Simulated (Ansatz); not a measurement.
Basis-set extrapolation for CH$_{3}$FSSi (`CS[Si]F`) (PBE0-D4/def2-TZVP geometry, frozen core, Ansatz). Multiplicity 1, RHF reference.

```csv
,def2-TZVPP,def2-QZVPP
HF,-825.656133,-825.682888
MP2 correlation,-0.699749,-0.759685
CCSD(T) correlation,-0.766483,-0.823084
```

Energies in hartree. Use E(X) = E(∞) + A·exp(−7.88·√X) for Hartree–Fock and E(X) = E(∞) + B·X^(−2.97) for correlation, with X = 3 and 4.

Q: What is the CCSD(T) energy at the basis-set limit?

A: HF limit: -825.682888 + (-0.026755) × 0.13774 = -825.68657. Correlation limit: -0.823084 + (-0.056601) × 0.74074 = -0.86501. Total: -826.55158 hartree, 338.6 kJ/mol below CCSD(T)/def2-TZVPP.
